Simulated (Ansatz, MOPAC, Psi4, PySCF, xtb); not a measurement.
Dimer: CH5N (SMILES CN) (first 7 atoms) with CH2O2 (SMILES O=CO); geometry from B3LYP-D3(BJ)/def2-TZVP, rigid monomers moved along the line of their centres of mass till N2···H12 is 1.91 Å.
(charge 0, multiplicity 1):
```xyz
12

C     -0.2824     0.2170     0.0966
N      0.8015    -0.5139     0.7701
H      0.0400     1.2408    -0.0934
H     -1.1417     0.2460     0.7650
H     -0.5908    -0.2333    -0.8514
H      1.6234    -0.5802     0.1808
H      0.5002    -1.4576     0.9896
O     -1.0075    -0.7999     3.5751
C     -0.2073    -0.0618     4.1007
O      0.8657     0.4542     3.5288
H     -0.2939     0.2685     5.1468
H      0.9209     0.1188     2.5647
```

| level | interaction energy (meV) | cost |
|---|---|---|
| AM1 | -135.3 | - |
| PM6 | -330.5 | - |
| GFN2-xTB | -457.1 | - |
| HF/STO-3G (no counterpoise) | -452.4 | - |
| HF/3-21G (no counterpoise) | -819.4 | - |
| HF/6-31G* | -496.9 | - |
| HF/6-31G* (no counterpoise) | -569.4 | - |
| PBE/def2-TZVPPD | -564.5 | ×1 |
| PBE-D4/def2-TZVPPD | -622.5 | ×1 |
| r2SCAN-D4/def2-TZVPPD | -617.2 | ×2 |
| B3LYP/3-21G (no counterpoise) | -959.2 | - |
| B3LYP/def2-TZVPPD | -516.6 | ×1 |
| B3LYP-D3(BJ)/def2-TZVPPD | -606.5 | ×1 |
| B3LYP-D4/def2-TZVPPD | -602.7 | ×1 |
| PBE0/def2-TZVPPD | -565.8 | ×1 |
| M06-2X/6-31G* (no counterpoise) | -732.5 | - |
| MP2/6-31G* (no counterpoise) | -705.4 | - |
| SCS-MP2/aug-cc-pVDZ | -501.5 | - |
| CCSD(T)/aug-cc-pVDZ | -531.6 | ×10 |
| SAPT0/jun-cc-pV(D+d)Z | -588.5 | - |

The rows run from -959.2 (B3LYP/3-21G (no counterpoise)) to -135.3 meV (AM1). The dispersion term adds -58.0 in PBE-D4, -89.8 in B3LYP-D3(BJ), -86.1 in B3LYP-D4. The 3 functionals in def2-TZVPPD without D3 or D4 span 49.2, from PBE0 to B3LYP.

Interaction energies are E(AB) − E(A) − E(B) at the monomers' geometry in the complex; basis-set methods are counterpoise corrected. Rows marked so take none.

Correlated levels freeze the cores. Rows in 3-21G, 6-31G*, STO-3G carry no dispersion term and start afresh at each structure (6-31G* with six Cartesian d functions). MP2/6-31G* freezes PySCF's default core. The state that AM1, PM6 reach isn't checked.

Programs: Ansatz (Gaussian orbitals); MOPAC for AM1, PM6 (differences of heats of formation); Psi4 for SAPT; PySCF for 3-21G rows, 6-31G* rows, STO-3G rows, the dispersion terms; xtb for the GFN methods. Each number belongs to the level named beside it.

Costs are rough ratios of core time to PBE/def2-TZVPPD (about 7 s over the structures, on one shared machine); a dash marks a level with no comparable run of its own.

Ansatz is a quantum-chemistry and plane-wave program.
